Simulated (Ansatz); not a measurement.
Ansatz (a first-principles code) input (CCSD(T)/aug-cc-pV(D+d)Z):
A basis named .json is the Basis Set Exchange file of that set.

Ansatz 0.2 input:
```yaml
crystal:
  periodic: [false, false, false]
  atoms:
    - {symbol: S, position_ang: [-0.92033396, 0.01263961, 0.45810799]}
    - {symbol: S, position_ang: [0.82388438, 0.04083510, -0.47353801]}
    - {symbol: H, position_ang: [1.54319333, -0.85559544, 0.24688016]}
basis:
  gaussian:
    orbitals: aug-cc-pV_D+d_Z.json
magnetization: {spin_polarized: true, initial_magnetization: 1}
correlation: {method: ccsd_t, electrons: outside_noble_gas}
output: {forces: true}
```

Output:

```
Functional definition: HF
integrals: 0.08 GiB planned
708 factors; integrals over basis functions are off by at most 7.0e-4 eV
mean field: 0.18 GiB planned
mean field evaluation 1: about -21649.6098 eV, gradient 9.7e0 eV
mean field evaluation 2: about -21649.6101 eV, gradient 9.7e0 eV
mean field evaluation 4: about -21650.5378 eV, gradient 1.8e0 eV
mean field evaluation 8: about -21650.6511 eV, gradient 1.3e-1 eV
mean field evaluation 16: about -21650.5380 eV, gradient 1.8e0 eV
mean field evaluation 32: about -21650.2105 eV, gradient 1.7e0 eV
mean field evaluation 64: about -21649.8233 eV, gradient 5.1e-3 eV
mean field evaluation 96: about -21649.8233 eV, gradient 2.2e-3 eV
mean field evaluation 128: about -21650.6519 eV, gradient 1.6e-2 eV
mean field -21650.65187367 eV, -795.6467810185 hartree, gradient 2.2e-6 eV, S^2 0.769772; 6 other end points of the search recorded, 0 dependent functions left out
determinant -21650.65187367 eV, -795.6467810185 hartree, with singles and doubles -21658.79326831 eV, -795.9459717528 hartree
determinant -21649.82330555 eV, -795.6163317018 hartree, with singles and doubles -21657.79745189 eV, -795.9093761747 hartree
10 core orbitals not correlated
reference -21650.65187367 eV, -795.6467810185 hartree; 7, 6 occupied and 56, 57 virtual orbitals, 708 factors
densities: 0.37 GiB planned
second order -7.20926918 eV of doubles, -0.00000000 eV of singles
coupled cluster: 0.28 GiB planned
cycle   1  -8.13562082 eV  change   -1.8e-1 eV  update   2.0e-2
cycle   2  -8.15133679 eV  change   -1.6e-2 eV  update   5.4e-3
cycle   3  -8.15400469 eV  change   -2.7e-3 eV  update   2.4e-3
cycle   4  -8.15487431 eV  change   -8.7e-4 eV  update   9.2e-4
cycle   5  -8.15513303 eV  change   -2.6e-4 eV  update   4.7e-4
cycle   6  -8.15548796 eV  change   -3.5e-4 eV  update   2.6e-4
cycle   7  -8.15563099 eV  change   -1.4e-4 eV  update   9.6e-5
cycle   8  -8.15565405 eV  change   -2.3e-5 eV  update   3.2e-5
cycle   9  -8.15565422 eV  change   -1.6e-7 eV  update   1.0e-5
cycle  10  -8.15565473 eV  change   -5.2e-7 eV  update   3.8e-6
cycle  11  -8.15565530 eV  change   -5.7e-7 eV  update   1.6e-6
cycle  12  -8.15565531 eV  change   -8.0e-9 eV  update   6.1e-7
cycle  13  -8.15565527 eV  change    3.6e-8 eV  update   2.3e-7
perturbative correction -0.32346578 eV, -0.0118871482 hartree
the calculation of the forces begins
Total energy: -21659.13099473 eV, -795.9583829700 hartree
Atom 0 at    -0.920334     0.012640     0.458108 Å, force    -0.463820    -0.023749     0.267511 eV/Å
Atom 1 at     0.823884     0.040835    -0.473538 Å, force     0.419006     0.119006    -0.360333 eV/Å
Atom 2 at     1.543193    -0.855595     0.246880 Å, force     0.044815    -0.095257     0.092821 eV/Å
Dipole moment:     0.284819    -0.119905    -0.000670 e Å
```

It need not be the lowest isomer of its formula.
